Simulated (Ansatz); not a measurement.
A nudged elastic band was laid between two geometries of F2H5HfNOS (11 atoms, charge 0, multiplicity 1).

Method: RHF/def2-SVP in Ansatz 0.2.0.

```
movable images  : 9
climbing image  : yes
spring          : 5.0 eV/Å²
optimiser       : quadratic models (default)
start path      : through a guess of the saddle point
force threshold : 0.05 eV/Å
iteration limit : 60
end points      : relaxed
```

First end point:

```xyz
11
Properties=species:S:1:pos:R:3
Hf -0.262 -0.126 0.339
N -0.080 0.571 2.263
H -0.477 1.439 2.580
H 0.398 0.141 3.034
F 1.398 -0.220 -0.673
O -1.285 1.273 -0.490
H -1.778 1.893 -0.993
F -1.340 -1.736 0.139
S 1.447 -2.497 1.659
H 2.318 -2.580 0.650
H 0.651 -3.472 1.214
```

Last end point:

```xyz
11
Properties=species:S:1:pos:R:3
Hf 0.252 -0.518 0.017
N 0.386 0.139 2.381
H -0.518 0.408 2.737
H 0.993 0.941 2.456
F 1.821 0.624 -0.001
O -1.433 0.436 0.023
H -2.258 0.765 -0.286
F 0.344 -1.199 -1.785
S 0.317 -2.788 1.144
H 0.333 -3.550 0.047
H 0.752 -0.573 2.994
```

Problem. What changes between the two ends?

Solution. Bonds broken: S9–H11. Bonds formed: N2–H11.

Problem. What energy profile does the band end with?

Solution. The run converged. The highest image is number 5 of 0 to 10, 0.89 eV above the first end and 1.99 eV above the last; the last end lies 1.10 eV below the first. Neighbouring images differ by up to 1.3 eV, so the band resolves the path poorly. A vibrational analysis at the climbing image gives one clearly imaginary mode, 1456i cm⁻¹: a first-order saddle point. The orbitals stay closed-shell, which can raise the energy where a bond breaks towards radicals; this wasn't checked here.

```csv
image,path coordinate (Å),energy (eV),S9–H11 (Å),N2–H11 (Å)
0,0.00,0.00,1.34,4.24
1,1.21,0.02,1.33,3.76
2,2.42,0.07,1.33,3.39
3,3.62,0.10,1.33,3.29
4,4.83,0.20,1.33,2.71
5,6.04,0.89,1.56,1.43
6,6.98,-0.39,2.47,1.01
7,7.92,-0.56,2.66,1.01
8,8.87,-0.83,2.72,1.01
9,9.81,-1.03,2.89,1.01
10,10.76,-1.10,2.92,1.01
```

Problem. What is the geometry of the highest image?

Solution. 
```xyz
11
Properties=species:S:1:pos:R:3:forces:R:3
Hf 0.002 -0.301 0.019 0.00 0.00 0.01
N 0.138 -0.075 2.195 0.00 0.00 0.00
H -0.691 -0.172 2.763 0.00 0.00 0.00
H 0.671 0.686 2.590 0.00 0.00 0.00
F 1.591 0.248 -0.917 0.00 0.00 0.00
O -1.173 1.160 -0.392 0.00 -0.01 -0.02
H -1.746 1.833 -0.708 0.00 0.01 0.02
F -1.094 -1.779 -0.559 0.00 0.00 0.00
S 1.656 -2.358 1.265 0.00 -0.01 -0.01
H 0.701 -3.289 1.357 0.00 0.00 0.00
H 0.934 -1.267 2.112 -0.01 0.01 0.00
```

Run time: 16 min on 2 threads of Arm Neoverse V1, on a shared host, peak memory 0.32 GiB.
